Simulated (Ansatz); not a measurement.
`CC(F)C=N` + `[OH][AlH][SH]` → `C[S][AlH][OH]` + `N=CCF`  (substitution at a C–C bond)

Program: Ansatz. Geometries: PBE0-D4/def2-TZVP. ΔE: electronic, gas phase. CCSD(T)/CBS is the MP2 limit (def2-TZVPP, def2-QZVPP) plus CCSD(T) − MP2 in def2-TZVPP, frozen cores. Functionals use def2-TZVPP. One conformer a species, not always the lowest.

`CC(F)C=N`:

Cartesian coordinates in Å:
```
C 1.056 0.466 0.732
C -0.363 0.371 0.222
F -0.590 1.382 -0.696
C -0.650 -0.958 -0.419
N -1.003 -1.159 -1.610
H 1.244 -0.317 1.470
H 1.762 0.344 -0.091
H 1.224 1.434 1.205
H -1.074 0.522 1.045
H -0.523 -1.819 0.246
H -1.083 -0.266 -2.104
```

`[OH][AlH][SH]`:

Z-matrix (Å, degrees):
```
Al
S 1 2.186
O 1 1.690 2 122.3
H 1 1.569 2 119.3 3 -179.9
H 2 1.344 1 94.2 3 -0.1
H 3 0.955 1 126.2 2 0.1
```

`C[S][AlH][OH]`:

Z-matrix (Å, degrees):
```
C
S 1 1.823
H 1 1.090 2 111.8
H 1 1.089 2 108.8 3 120.5
H 1 1.089 2 108.7 3 -120.4
Al 2 2.172 1 100.3 3 -0.7
O 6 1.690 2 120.9 1 180.0
H 6 1.575 2 120.1 1 -0.1
H 7 0.955 6 125.0 2 -0.1
```

`N=CCF`:

```xyz
8

N    -0.325   -0.916    1.344
C     0.267    0.009    0.729
C     0.086    0.386   -0.708
F    -0.840   -0.422   -1.320
H    -0.971   -1.398    0.714
H     0.997    0.621    1.269
H     1.038    0.295   -1.244
H    -0.251    1.426   -0.784
```

```json
{"species": "`CC(F)C=N`", "PBE0 energy (Eh)": "-272.31179"}
{"species": "`[OH][AlH][SH]`", "PBE0 energy (Eh)": "-717.46596"}
{"species": "`C[S][AlH][OH]`", "PBE0 energy (Eh)": "-756.73839"}
{"species": "`N=CCF`", "PBE0 energy (Eh)": "-233.02619"}
```

Q: Work out ΔE.

A: ΔE = (-756.73839) + (-233.02619) − (-272.31179) − (-717.46596) = 0.01317 Eh = +8.3 kcal/mol. CCSD(T)/CBS gives +9.1 kcal/mol.

Largest T1 diagnostic among the species: 0.012.
